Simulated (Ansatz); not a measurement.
A structure drawn as `C#C[Si](F)(Cl)Cl`, with this starting geometry:

Cartesian coordinates in Å:
```
C -0.6225 0.8640 -1.8069
C -0.2169 0.3671 -0.7243
Si 0.4376 -0.4004 0.8810
F 1.9800 -0.3776 0.8088
Cl -0.2238 -2.3392 1.0244
Cl -0.3339 0.5969 2.4824
H -1.0205 1.2892 -2.6655
```

Charge 0, multiplicity 1.

Q: Relax it with Ansatz at PBE-D4/def2-SVP and then PBE0-D4/def2-TZVP. Is the drawn bonding still there?

A: Yes, every drawn bond is still there and no new one forms.

Q: Give the relaxed structure. (An estimate is asked.)

A: The calculation gave: 
```xyz
7

C     1.233   -0.777   -1.388
C     0.488   -0.281   -0.582
Si   -0.619    0.440    0.637
F    -1.203    1.796    0.080
Cl    0.377    0.841    2.348
Cl   -2.168   -0.803    1.008
H     1.892   -1.215   -2.103
```
All modes are real.

Atoms count as bonded under 1.1 times the sum of their covalent radii (H–H under 0.85 Å, pairs among N, O and F under 1.55 Å), and a drawn bond as lost past 1.3 times.
